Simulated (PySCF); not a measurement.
**Br⁺: excitation energy**

Br⁺ [Ar] 3d10 4s2 4p4 (3P) → Br⁺ [Ar] 3d10 4s2 4p3 4d1 (5D), as a difference of total energies. All numbers are calculated (PySCF 2.14, scalar relativity through the core potential, in aug-cc-pVDZ-PP with ECP10MDF). Correlated levels: valence: 3s2 3p6 3d10 frozen. The calculations carry no spin-orbit coupling.

```tsv
method	excitation energy (cm⁻¹)
UHF	101120
MP2 (valence)	105470
SCS-MP2 (valence)	105610
CCSD (valence)	105620
CCSD(T) (valence)	105730
CCSDT (valence)	105750
```

Errors of the correlated levels include the incompleteness of this basis and the frozen core.

The promoted electron is Rydberg-like, and one or two diffuse shells describe it only roughly, which tends to raise the upper state.

Which method comes closest to the reference value, and which is furthest?

The reference is 102610 cm⁻¹ (measured; NIST levels, between the centres of gravity of the two terms). Closest: UHF (error -1493.9 cm⁻¹); furthest: CCSDT (valence) (error 3136.3 cm⁻¹).
